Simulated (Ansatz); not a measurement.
`CB([SeH])[SeH]`, charge 0, multiplicity 1.

Q: Give a relaxed structure at PBE0-D4/def2-TZVP (the Gaussian-basis code of Ansatz). (An estimate is asked.)

A: Ansatz gave: 
```xyz
9

C    -0.4121   -0.5836    0.9751
B     0.0157    0.3242   -0.2243
Se   -0.6817    2.1266   -0.3113
Se    1.2110   -0.2798   -1.6228
H    -0.9085   -1.4876    0.6074
H    -1.0868   -0.0924    1.6794
H     0.4699   -0.9186    1.5305
H    -0.0182    2.5422   -1.5552
H     1.4108   -1.6309   -1.0787
```
Point group Cs.
This is one stationary point; other conformers may exist.
